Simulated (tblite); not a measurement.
C6H8BBrF2.
Atom-mapped SMILES: `[F:1][B:2]([F:3])[C@@H:4]1[CH:5]=[CH:6][CH2:7][CH2:8][C@H:9]1[Br:10]` (hydrogens: H11 on C4; H12 on C5; H13 on C6; H14, H15 on C7; H16, H17 on C8; H18 on C9)

Computed with GFN2-xTB (tblite), gas phase: L-BFGS steps from a force-field or distance-geometry start until the largest atomic force falls under 0.01 eV/Å.

Step 56: E = -865.2196 eV
```
atom  x, y, z in Å  |  force x, y, z in eV/Å
F1      2.2258   -0.3620    2.0782    0.033   0.090  -0.038
B2      2.2633    0.0923    0.8408    0.157   0.087   0.004
F3      3.3626    0.7584    0.5413   -0.261  -0.077   0.052
C4      1.1231   -0.2346   -0.2193   -0.010  -0.071  -0.061
C5      0.5457    0.9787   -0.9115    0.046   0.053   0.018
C6     -0.7468    1.2326   -1.0174   -0.015  -0.005  -0.086
C7     -1.7978    0.3764   -0.3853    0.019   0.102   0.020
C8     -1.1881   -0.3699    0.7954   -0.058   0.012   0.011
C9      0.0380   -1.1493    0.3608   -0.066  -0.049   0.069
Br10   -0.4743   -2.5290   -0.9583   -0.004   0.046   0.037
H11     1.6362   -0.7755   -1.0263    0.134  -0.091  -0.016
H12     1.2759    1.6338   -1.3638    0.027  -0.042  -0.010
H13    -1.0772    2.0812   -1.5978   -0.045   0.023   0.054
H14    -2.6277    0.9903   -0.0403   -0.074   0.107   0.016
H15    -2.2059   -0.3173   -1.1302    0.073  -0.021   0.102
H16    -1.9231   -1.0262    1.2625   -0.011  -0.098  -0.060
H17    -0.8621    0.3508    1.5548   -0.012  -0.017  -0.067
H18     0.4235   -1.7243    1.2046    0.068  -0.051  -0.046
```

Step 57: E = -865.2207 eV
```
atom  x, y, z in Å  |  force x, y, z in eV/Å
F1      2.2335   -0.3572    2.0816   -0.057  -0.010   0.086
B2      2.2571    0.0910    0.8443   -0.177  -0.055   0.002
F3      3.3372    0.7624    0.5461    0.240   0.229  -0.103
C4      1.1240   -0.2352   -0.2219   -0.031  -0.107  -0.036
C5      0.5481    0.9750   -0.9174    0.035   0.089   0.037
C6     -0.7437    1.2336   -1.0150    0.020  -0.006  -0.135
C7     -1.7928    0.3838   -0.3784    0.024   0.074   0.015
C8     -1.1852   -0.3698    0.7945   -0.089   0.016   0.045
C9      0.0387   -1.1471    0.3564   -0.087  -0.095   0.041
Br10   -0.4721   -2.5322   -0.9571   -0.023   0.050   0.009
H11     1.6418   -0.7703   -1.0300    0.127  -0.124   0.010
H12     1.2789    1.6236   -1.3761    0.037  -0.016  -0.025
H13    -1.0789    2.0734   -1.6023   -0.036   0.088   0.029
H14    -2.6185    0.9992   -0.0321   -0.126   0.138   0.037
H15    -2.2024   -0.3136   -1.1155    0.025  -0.034   0.015
H16    -1.9270   -1.0259    1.2457   -0.041  -0.180  -0.001
H17    -0.8674    0.3380    1.5670    0.036   0.030  -0.053
H18     0.4197   -1.7224    1.1985    0.123  -0.089   0.027
```

Step 58: E = -865.2246 eV
```
atom  x, y, z in Å  |  force x, y, z in eV/Å
F1      2.2286   -0.4257    2.0928    0.044   0.233  -0.401
B2      2.2359    0.0998    0.8744    0.240   0.211   0.118
F3      3.2691    0.8891    0.6183   -0.378  -0.285   0.159
C4      1.1308   -0.2433   -0.2222    0.065  -0.046  -0.030
C5      0.5534    0.9519   -0.9442    0.007   0.076   0.039
C6     -0.7385    1.2152   -1.0373   -0.060  -0.003  -0.116
C7     -1.7913    0.4043   -0.3536   -0.126   0.066  -0.090
C8     -1.1680   -0.3667    0.7978   -0.116  -0.008   0.091
C9      0.0395   -1.1570    0.3376   -0.067  -0.092  -0.006
Br10   -0.4838   -2.5110   -0.9998   -0.054   0.066  -0.019
H11     1.6743   -0.7755   -1.0185    0.096  -0.124   0.086
H12     1.2813    1.5803   -1.4338    0.041  -0.017  -0.033
H13    -1.0789    2.0294   -1.6598    0.005   0.071   0.076
H14    -2.5917    1.0518    0.0223    0.107  -0.039  -0.083
H15    -2.2491   -0.2930   -1.0721    0.076   0.131   0.117
H16    -1.9140   -1.0145    1.2531   -0.037  -0.199   0.032
H17    -0.8246    0.3269    1.5709    0.029   0.051  -0.028
H18     0.4181   -1.7557    1.1623    0.126  -0.095   0.089
```

Step 59: E = -865.2324 eV
```
atom  x, y, z in Å  |  force x, y, z in eV/Å
F1      2.2272   -0.3878    2.0852    0.010   0.104  -0.144
B2      2.2475    0.0985    0.8566   -0.007   0.031   0.075
F3      3.3047    0.8306    0.5827   -0.080  -0.006   0.020
C4      1.1269   -0.2429   -0.2228    0.009  -0.056  -0.029
C5      0.5503    0.9644   -0.9272    0.002   0.002   0.024
C6     -0.7417    1.2239   -1.0278    0.012  -0.015  -0.050
C7     -1.7924    0.3934   -0.3674   -0.028   0.011  -0.019
C8     -1.1778   -0.3667    0.7983   -0.055  -0.024   0.059
C9      0.0366   -1.1556    0.3485   -0.032  -0.065   0.004
Br10   -0.4871   -2.5165   -0.9834   -0.032   0.046   0.003
H11     1.6596   -0.7806   -1.0225    0.075  -0.086   0.054
H12     1.2806    1.6026   -1.3970    0.071   0.018  -0.055
H13    -1.0805    2.0548   -1.6252   -0.011   0.099   0.023
H14    -2.6098    1.0220   -0.0129   -0.013   0.062  -0.002
H15    -2.2179   -0.3074   -1.0946    0.008   0.018   0.034
H16    -1.9193   -1.0190    1.2596   -0.006  -0.114  -0.013
H17    -0.8378    0.3413    1.5602    0.005   0.017  -0.005
H18     0.4220   -1.7487    1.1779    0.071  -0.041   0.020
```

Task: Estimate the geometry and energy of step 60. (The exact step hangs on the optimiser's Hessian estimate; all steps are aligned on step 59, rigid shifts and turns removed.)

Result: E = -865.2364 eV, largest force 0.148 eV/Å
```
atom  x, y, z in Å  |  force x, y, z in eV/Å
F1      2.2246   -0.3945    2.0834    0.014   0.095  -0.113
B2      2.2410    0.1034    0.8602   -0.020   0.027   0.058
F3      3.2847    0.8580    0.5974   -0.074  -0.008   0.014
C4      1.1275   -0.2474   -0.2243    0.012  -0.043  -0.017
C5      0.5516    0.9594   -0.9310    0.024  -0.023   0.004
C6     -0.7400    1.2201   -1.0318    0.007   0.006  -0.038
C7     -1.7905    0.3968   -0.3624   -0.018  -0.005  -0.009
C8     -1.1744   -0.3664    0.8008   -0.028  -0.027   0.047
C9      0.0357   -1.1603    0.3449   -0.013  -0.051   0.008
Br10   -0.4949   -2.5087   -0.9951   -0.036   0.035   0.000
H11     1.6670   -0.7861   -1.0198    0.052  -0.072   0.066
H12     1.2841    1.5928   -1.4041    0.059   0.021  -0.061
H13    -1.0804    2.0480   -1.6335    0.002   0.089   0.036
H14    -2.6029    1.0301   -0.0048   -0.012   0.059  -0.004
H15    -2.2208   -0.3040   -1.0850   -0.024   0.004   0.005
H16    -1.9169   -1.0162    1.2652    0.006  -0.095  -0.014
H17    -0.8264    0.3422    1.5583   -0.001   0.005   0.016
H18     0.4222   -1.7608    1.1697    0.053  -0.017   0.002
```

The energy changes by -0.0040 eV. The first-order estimate −F·Δx gives -0.0045 eV and the mean of the old and new forces, exact on a quadratic surface, -0.0040 eV. The step makes an angle of 77° with the force vector and moves no atom by more than 0.037 Å.

What follows is the cost of the whole relaxation. Time: 1.1 s wall. Hardware: an Arm Neoverse V2 with one thread, no GPU, on a shared host.
